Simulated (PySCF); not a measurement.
Geometries of 3 isomers of C2H6GeO2, from PBE0-D3(BJ)/def2-SVP geometry optimisation, gas phase in PySCF. One conformer each, no zero-point energy, no frequencies.

Task: Which is lowest in electronic energy at this level?
A.
```xyz
11
angstrom
Ge    -0.320   -0.624   -1.939
O     -0.348   -0.640   -0.100
C      0.238    0.417    0.453
C      0.212    0.385    1.953
O      0.735    1.296   -0.213
H      0.674    1.293    2.355
H      0.752   -0.504    2.310
H     -0.826    0.294    2.304
H      1.135   -0.654   -2.415
H     -1.106    0.591   -2.439
H     -1.050   -1.940   -2.239
```
B.
```xyz
11
angstrom
C      2.090   -0.132    0.408
O      0.706   -0.181    0.730
C     -0.140   -0.177   -0.308
O      0.214   -0.133   -1.455
Ge    -2.036   -0.303    0.288
H      2.329    0.790   -0.142
H      2.377   -0.991   -0.216
H      2.628   -0.156    1.362
H     -2.898    0.413   -0.759
H     -2.402   -1.795    0.338
H     -2.215    0.327    1.677
```
C.
```xyz
11
angstrom
C     -0.385   -1.003   -0.456
C     -1.137    0.165    0.188
O     -0.230    0.908    0.977
Ge     1.391    0.766    0.231
O      0.885   -0.547   -0.875
H     -0.274   -1.829    0.275
H     -0.933   -1.395   -1.328
H     -1.958   -0.197    0.828
H     -1.579    0.808   -0.599
H      2.415    0.333    1.290
H      1.817    1.997   -0.583
```

Result: A. That is `C(C)([O][GeH3])=O` (Ge(OAc)H3), 13.2 kcal/mol below the next.

```json
{"SMILES": "[H][Ge]([H])([H])[O]C(C)=O", "atoms numbered as above": "–", "E (Eh)": "-2306.36220", "relative (kcal/mol)": "0.0", "relative (kJ/mol)": "0.0", "dipole (D)": "1.45"}
{"SMILES": "C1C[O][GeH2][O]1", "atoms numbered as above": "[CH2:1]1[CH2:2][O:3][GeH2:4][O:5]1", "E (Eh)": "-2306.34121", "relative (kcal/mol)": "13.2", "relative (kJ/mol)": "55.1", "dipole (D)": "0.04"}
{"SMILES": "CO[C](=O)[GeH3]", "atoms numbered as above": "[CH3:1][O:2][C:3](=[O:4])[GeH3:5]", "E (Eh)": "-2306.31710", "relative (kcal/mol)": "28.3", "relative (kJ/mol)": "118.4", "dipole (D)": "1.67"}
```
